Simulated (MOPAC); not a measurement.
MOPAC input (AM1):

```
AM1 FORCE THERMO(298,298) PRECISE LET UHF MS=0.5 GEO-OK AUX(PRECISION=9) THREADS=1
BrOSi

Si    1.11193574 1   -0.29965109 1   -0.25157635 1
O     1.83999428 1   -0.13085083 1   -1.63998037 1
Br   -0.86728301 1    0.14774185 1    0.48446961 1
```

Output:

```
 *******************************************************************************
 **                                                                           **
 **                              MOPAC v23.2.5                                **
 **                                                                           **
 *******************************************************************************
 ** MOPAC's Digital Object Identifier: https://doi.org/10.5281/zenodo.6511958 **
 **                                                                           **
 ** Please cite the open-source release paper for use of this MOPAC version:  **
 ** J. E. Moussa and J. J. P. Stewart (2026)                                  **
 ** MOPAC: An open-source semiempirical molecular orbital program             **
 ** J. Open Source Softw., 11(119), 8025, https://doi.org/10.21105/joss.08025 **
 *******************************************************************************

                              AM1 CALCULATION RESULTS

 *******************************************************************************
 *  AM1        - The AM1 Hamiltonian to be used
 *  GEO-OK     - OVERRIDE INTERATOMIC DISTANCE AND OTHER SAFETY CHECKS
 *  UHF        - UNRESTRICTED HARTREE-FOCK CALCULATION
 *  MS=        - IN MECI, MAGNETIC COMPONENT OF SPIN =  0.5
 *  LET        - OVERRIDE SOME SAFETY CHECKS
 *  PRECISE    - TIGHTER CRITERIA TO BE USED
 *  FORCE      - FORCE CALCULATION SPECIFIED
 *  AUX        - OUTPUT AUXILIARY INFORMATION
 *  THERMO     - THERMODYNAMIC QUANTITIES TO BE CALCULATED
 *******************************************************************************
AM1 FORCE THERMO(298,298) PRECISE LET UHF MS=0.5 GEO-OK AUX(PRECISION=9) THREADS=1
 BrOSi

   ATOM   CHEMICAL          X               Y               Z
  NUMBER   SYMBOL      (ANGSTROMS)     (ANGSTROMS)     (ANGSTROMS)

     1      Si          1.11193574  *  -0.29965109  *  -0.25157635  *
     2       O          1.83999428  *  -0.13085083  *  -1.63998037  *
     3      Br         -0.86728301  *   0.14774185  *   0.48446961  *

          CARTESIAN COORDINATES

    NO.       ATOM           X           Y           Z

     1        Si          1.1119     -0.2997     -0.2516
     2         O          1.8400     -0.1309     -1.6400
     3        Br         -0.8673      0.1477      0.4845

  O: (AM1): M.J.S. DEWAR ET AL, J. AM. CHEM. SOC. 107 3902-3909 (1985)
 Si: (AM1): M.J.S.DEWAR, C. JIE, ORGANOMETALLICS, 6, 1486-1490 (1987).
 Br: (AM1): M.J.S. DEWAR AND E. G. ZOEBISCH, THEOCHEM, 180, 1 (1988).

           Empirical Formula: O Si Br  =     3 atoms

      MOLECULAR POINT GROUP   :   Cs

          UHF CALCULATION, NO. OF ALPHA ELECTRONS =    9
                           NO. OF BETA  ELECTRONS =    8

          HEAT OF FORMATION =     -42.040774 KCALS/MOLE

          CARTESIAN COORDINATE DERIVATIVES

   NUMBER  ATOM         X            Y            Z

     1      Si     -0.001992    -0.003745     0.000000
     2       O      0.001795     0.001987     0.000000
     3      Br      0.000197     0.001757     0.000000

 DIPOLE           X         Y         Z       TOTAL
 POINT-CHG.    -2.352    -2.133     0.000     3.175
 HYBRID         1.347     0.492     0.000     1.435
 SUM           -1.005    -1.641     0.000     1.924

          GRADIENT NORM =   0.00532

          MOLECULAR WEIGHT =  123.99

          ROTATIONAL CONSTANTS IN CM(-1)

          A =    2.05833436   B =    0.08102410   C =    0.07795547

           PRINCIPAL MOMENTS OF INERTIA IN UNITS OF 10**(-40)*GRAM-CM**2

          A =       13.5997   B =      345.4867   C =      359.0864

          ORIENTATION OF MOLECULE IN FORCE CALCULATION

    NO.       ATOM         X         Y         Z

     1         Si       0.7723   -0.9914    0.0000
     2          O       2.3491   -0.9914    0.0000
     3         Br      -0.7418    0.5470   -0.0000

    FIRST DERIVATIVES WILL BE USED IN THE CALCULATION OF SECOND DERIVATIVES

    FOR POINT-GROUP Cs   THERE ARE   2 UNIQUE SYMMETRY FUNCTIONS.

(To convert to Hartree/Bohr^2, multiply by (10^(-21) x N x a0^2)/(4.184 x 627.51) =  0.0642)

           FORCE MATRIX IN MILLIDYNES/ANGSTROM

                 Si  1       O  2      Br  3
 ------------------------------------------
    Si    1   9.471844
     O    2   8.575885   8.773148
    Br    3   1.573223   0.258560   1.790711

          HEAT OF FORMATION =     -42.040774 KCALS/MOLE

          ZERO POINT ENERGY       2.471 KCAL/MOL

           NORMAL COORDINATE ANALYSIS (Total motion = 1 Angstrom)

   Root No.       1         2         3

                 1 A'      2 A'      3 A'

                 173.1     347.3    1208.0

           1   -0.1912   -0.2612   -0.3661
           2   -0.2943    0.4265    0.0115
           3    0.0000   -0.0000   -0.0000
           4   -0.1851   -0.2875    0.6295
           5    0.5123    0.0046   -0.0034
           6   -0.0000   -0.0000    0.0000
           7    0.1043    0.1494    0.0026
           8    0.0009   -0.1508   -0.0034
           9   -0.0000    0.0000    0.0000

           MASS-WEIGHTED COORDINATE ANALYSIS (NORMAL COORDINATES)

   Root No.       1         2         3

                 1 A'      2 A'      3 A'

                 173.1     347.3    1208.0

           1   -0.3363   -0.4005   -0.6102
           2   -0.5178    0.6539    0.0192
           3    0.0000   -0.0000   -0.0000
           4   -0.2458   -0.3327    0.7919
           5    0.6802    0.0053   -0.0043
           6   -0.0000   -0.0000    0.0000
           7    0.3094    0.3863    0.0074
           8    0.0026   -0.3900   -0.0095
           9   -0.0000    0.0000    0.0000

          DESCRIPTION OF VIBRATIONS

 VIBRATION          1    1A'         ATOM PAIR     ENERGY CONTRIBUTION    RADIAL
 FREQUENCY           173.13         Si1 -- Br3         +71.2% (146.9%)      1.0%
 TRANSITION DIPOLE   2.1880         Si1 -- O 2         +28.8% ( 93.5%)      0.6%
 TRAVEL (Ang.)       0.2059
 REDUCED MASS        9.1910
 EFFECTIVE MASS     28.5398
 FORCE CONSTANT      0.1623

 VIBRATION          2    2A'         ATOM PAIR     ENERGY CONTRIBUTION    RADIAL
 FREQUENCY           347.28         Si1 -- Br3         +76.8% (127.8%)     98.3%
 TRANSITION DIPOLE   2.3820         Si1 -- O 2         +23.2% ( 70.2%)      1.1%
 TRAVEL (Ang.)       0.1064
 REDUCED MASS       17.1608
 EFFECTIVE MASS     40.7363
 FORCE CONSTANT      1.2194

 VIBRATION          3    3A'         ATOM PAIR     ENERGY CONTRIBUTION    RADIAL
 FREQUENCY          1207.98         Si1 -- O 2         +87.3% (100.0%)    100.0%
 TRANSITION DIPOLE   4.2636         Si1 -- Br3         +12.7% ( 38.2%)     53.8%
 TRAVEL (Ang.)       0.0740
 REDUCED MASS       10.1942
 EFFECTIVE MASS     20.1279
 FORCE CONSTANT      8.7643

      SYMMETRY NUMBER FOR POINT-GROUP Cs  =  1

          SYSTEM IS A GROUND STATE

 BrOSi

          MOLECULE IS NOT LINEAR

          THERE ARE  3 GENUINE VIBRATIONS IN THIS SYSTEM
          THIS THERMODYNAMICS CALCULATION IS LIMITED TO
          MOLECULES WHICH HAVE NO INTERNAL ROTATIONS

                    CALCULATED THERMODYNAMIC PROPERTIES
                                          *
   TEMP. (K)   PARTITION FUNCTION   H.O.F.    ENTHALPY  HEAT CAPACITY ENTROPY
                                   KCAL/MOL   CAL/MOLE    CAL/K/MOL  CAL/K/MOL

 298.00  VIB.     0.2178D+01                   617.2875     3.6552     3.6178
         ROT.     0.4634D+05                   888.2803     2.9808    24.3307
         INT.     0.1009D+06                  1505.5678     6.6360    27.9485
         TRA.     0.1335D+28                  1480.4672     4.9680    40.3567
         TOT.                      -42.041    2986.0350    11.6040    68.3053

   *: NOTE: HEATS OF FORMATION ARE RELATIVE TO THE
            ELEMENTS IN THEIR STANDARD STATE AT 298K
              (=  Standard Enthalpy of Formation).

            Hvib:  Zero-point energy is not included.
                   frequencies of less than zero cm-1 are not included.
            Hrot = (3/2)RT
            Htra = (3/2)RT + pV = (5/2)RT

            Heat capacity is Cp, not Cv

          For more information, see: HTTP://OpenMOPAC.net/Manual/thermochemistry.html

           FORCE CONSTANT IN CARTESIAN COORDINATES (Millidynes/A)

    ATOM   CHEMICAL       X               Y               Z
   NUMBER   SYMBOL  FORCE CONSTANT  FORCE CONSTANT  FORCE CONSTANT

      1      Si        9.366691        0.995696        0.002409
      2       O        8.769415        0.130296        0.000488
      3      Br        0.986474        0.869350        0.000294

 **********************
 *                    *
 * JOB ENDED NORMALLY *
 *                    *
 **********************

 == MOPAC DONE ==
```
